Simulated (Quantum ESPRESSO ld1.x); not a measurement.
Input (ld1.x (Quantum ESPRESSO 7.5)):

```
 &input
    atom='Ta',
    iswitch=1,
    rel=1,
    lsd=1,
    dft='PZ',
    config='[Ar] 3d10',
    verbosity='high',
    prefix='ld1',
    max_out_wfc=37,
    file_charge='ld1.rho',
 /
```

Command: `OMP_NUM_THREADS=1 ld1.x < ld1.in > ld1.out`

It prints:

```
     Program LD1 v.7.5 starts

     --------------------------- All-electron run ----------------------------

     scalar relativistic calculation

     atomic number is 73.00
     dft =PZ   lsd =1 sic =0 latt =0  beta=0.20 tr2=1.0E-14
     Exchange-correlation= PZ
                           (   1   1   0   0   0   0   0)
     mesh =2113 r(mesh) = 100.03704 a.u. xmin = -8.00 dx = 0.00800
     1 Ry =  13.60569312 eV, c = 137.03599908

     n l     nl                  e(Ry)          e(Ha)          e(eV)
     1 0     1S 1( 1.00)   -5115.041895050   -2557.520947525 -69593.6903353
     2 0     2S 1( 1.00)   -1013.958133210    -506.979066605 -13795.6032000
     2 1     2P 1( 3.00)    -909.603962062    -454.801981031 -12375.7923713
     3 0     3S 1( 1.00)    -349.930215311    -174.965107655  -4761.0431240
     3 1     3P 1( 3.00)    -318.730948787    -159.365474394  -4336.5554780
     3 2     3D 1( 5.00)    -283.729543812    -141.864771906  -3860.3371030
     1 0     1S 2( 1.00)   -5115.041895050   -2557.520947525 -69593.6903353
     2 0     2S 2( 1.00)   -1013.958133210    -506.979066605 -13795.6032000
     2 1     2P 2( 3.00)    -909.603962062    -454.801981031 -12375.7923713
     3 0     3S 2( 1.00)    -349.930215311    -174.965107655  -4761.0431240
     3 1     3P 2( 3.00)    -318.730948787    -159.365474394  -4336.5554780
     3 2     3D 2( 5.00)    -283.729543812    -141.864771906  -3860.3371030

     final scf error:  1.3E-15 reached in  17 iterations

     Etot =  -28390.959493 Ry,  -14195.479746 Ha, -386278.682323 eV
     Total magnetization:    0.00 Bohr mag.

     Ekin =   31424.071301 Ry,   15712.035650 Ha,  427546.270793 eV
     Encl =  -64743.207078 Ry,  -32371.603539 Ha, -880876.207297 eV
     Eh   =    5371.796344 Ry,    2685.898172 Ha,   73087.012580 eV
     Exc  =    -443.620060 Ry,    -221.810030 Ha,   -6035.758399 eV

     normalization and overlap integrals

     s(1S/1S) =  1.000000  <r> =   0.0187  <r2> =    0.0005  r(max) =   0.0117
     s(1S/2S) = -0.031060
     s(1S/3S) = -0.013851
     s(2S/2S) =  1.000000  <r> =   0.0788  <r2> =    0.0073  r(max) =   0.0668
     s(2S/3S) = -0.008838
     s(2P/2P) =  1.000000  <r> =   0.0704  <r2> =    0.0060  r(max) =   0.0547
     s(2P/3P) = -0.007029
     s(3S/3S) =  1.000000  <r> =   0.2009  <r2> =    0.0461  r(max) =   0.1874
     s(3P/3P) =  1.000000  <r> =   0.1998  <r2> =    0.0462  r(max) =   0.1844
     s(3D/3D) =  1.000000  <r> =   0.1797  <r2> =    0.0376  r(max) =   0.1486
     s(1S/1S) =  1.000000  <r> =   0.0187  <r2> =    0.0005  r(max) =   0.0117
     s(1S/2S) = -0.031060
     s(1S/3S) = -0.013851
     s(2S/2S) =  1.000000  <r> =   0.0788  <r2> =    0.0073  r(max) =   0.0668
     s(2S/3S) = -0.008838
     s(2P/2P) =  1.000000  <r> =   0.0704  <r2> =    0.0060  r(max) =   0.0547
     s(2P/3P) = -0.007029
     s(3S/3S) =  1.000000  <r> =   0.2009  <r2> =    0.0461  r(max) =   0.1874
     s(3P/3P) =  1.000000  <r> =   0.1998  <r2> =    0.0462  r(max) =   0.1844
     s(3D/3D) =  1.000000  <r> =   0.1797  <r2> =    0.0376  r(max) =   0.1486

     ------------------------ End of All-electron run ------------------------
```

Run on one thread of a shared host, so times are rough (Intel(R) Xeon(R) Processor @ 2.60GHz): 0.44 s of CPU time, 1.1 s wall, 17 iterations on 2113 mesh points.
